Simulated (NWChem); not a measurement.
KCl; SMILES [Cl][K]

All runs: NWChem. Coordinates come from a PBE0/def2-SVP optimisation. Vertical excitations in the gas phase; the lowest state need not have the same character in each row.

For level B3LYP/def2-SVPD, full TDDFT:

```yaml
lowest excitation, singlet (eV): 3.52
lowest state with f > 0.02, singlet (eV): 3.83
lowest triplet (eV): 3.49
orbital gap (eV): 4.23
```

Task: How do the values read with level PBE/def2-SVPD, full TDDFT instead?

Result: 
| Quantity | Value |
|---|---|
| lowest excitation, singlet (eV) | 3.01 |
| lowest state with f > 0.02, singlet (eV) | 3.32 |
| lowest triplet (eV) | 2.97 |
| orbital gap (eV) | 3.00 |
